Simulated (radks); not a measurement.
Spherical jellium clusters: N electrons in a uniform positive sphere of charge N and radius rs N^(1/3), rs = 3.19 bohr. Calculated with a radial shooting solver with Libxc functionals: non-relativistic Kohn-Sham, PBEsol, spin-polarised, spherical densities. Levels are named by radial order and angular momentum (1s, 1p, 1d, 2s, ...), and open shells are averaged over m.

N = 3, configuration 1s2 1p(up 1, down 0). This is the lowest configuration that the search found. Occupied and some empty levels:

level    occupation  eigenvalue (eV)  <r> (bohr)
1s up             1          -4.9211       3.623
1s down           1          -4.5246       3.493
1p up             1          -2.2965       5.034
1p down           0          -1.7346       5.072

Energy (eV): total -3.73215, kinetic 7.1891, external -58.696, Hartree 27.378, exchange-correlation -11.542, background 31.938.
